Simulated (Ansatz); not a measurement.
The cluster Os₃⁺. The state is a doublet with charge 1. Geometry PBE0-D4/def2-TZVP, that of the neutral singlet; atoms count from 1.

Cartesian coordinates in Å:
```
Os -0.886 -0.247 0.940
Os -0.078 -0.621 -1.156
Os 0.964 0.867 0.216
```

In the def2 sets Os takes a core potential; there is no spin–orbit coupling. The charge 1 doublet is spin-contaminated (final ⟨S²⟩ up to 3.54, 0.75 for a pure state). The structure comes from a short search, and lower isomers may exist.

Q: Estimate the Mulliken populations from the PBE0/def2-TZVP orbitals of Ansatz.

A: 
```tsv
atom	charge (e)	spin (α − β)	d electrons
Os1	0.32	1.67	6.62
Os2	0.32	1.67	6.62
Os3	0.35	-2.33	6.47
```
Mulliken values and Mayer orders depend strongly on the basis.

Q: Where does the spin sit?

A: Summed by element: Os 1.00, of 1 unpaired in all. Largest on single atoms: Os3 -2.33, Os1 1.67, Os2 1.67.

Q: And the Mayer bond orders between bonded heavy atoms (over 0.3)?

A: Os1–Os2 2.20 (2.28 Å); Os1–Os3 1.71 (2.28 Å); Os2–Os3 1.71 (2.28 Å).
